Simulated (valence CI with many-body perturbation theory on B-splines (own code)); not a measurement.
Eu⁴²⁺: key properties

Calculated by relativistic CI+MBPT: three valence electrons over a frozen Dirac-Fock core [Ar], radial functions for each j: 9 s, 9 p, 10 d, 8 f, 5 g, 3 h, 1 i, with the one-electron correlation potential Σ1, the two-electron term Σ2, the three-electron term Σ3, Breit, model QED; selected CI, second order for the rest (own B-spline code, finite nucleus).

The last digits are not significant, and no measured levels were compared; by estimate large intervals hold to a few tenths of a per cent, small ones and those within an open d or f shell to about a per cent. Only levels of the ground parity were solved; by the run's estimate the other parity begins above the list, which can be wrong where configurations are misplaced.

Levels are named by their leading jj configuration (3d3/2^4 stands for four electrons in 3d with j = 3/2), which in mixed levels can hold well under half, so a name can repeat and another be missing.

Rates and lifetimes use the calculated energies. Strong lines usually hold to 10 to 20 %, long lifetimes can be off by a factor of two.

Problem. What is the ground level?

Solution. (3d3/2^3) J=3/2, composition 52 % 3d3 4F + 35 % 3d3 2D + 9 % 3d3 2P, g = 0.669.

Problem. Name the longest-lived excited levels whose lifetime is computed, and their main decay.

Solution. (3d3/2^2 3d5/2) J=9/2 at 291170 cm⁻¹ lives 370 ms, mostly by M1 to (3d3/2^2 3d5/2) J=7/2.

Problem. How well does LS coupling describe the low levels?

Solution. Among the lowest 19 levels the leading LS term, summed over configurations, holds 58 % on average. For single configurations the figures are 58 % in LS and 94 % in jj coupling. Terms mix most in the J = 3/2 level at 267780 cm⁻¹, where the leading one holds 39 %.

Problem. What is the ionisation energy?

Solution. 3279.6 eV; NIST lists 3279 ± 4 eV (theoretical).
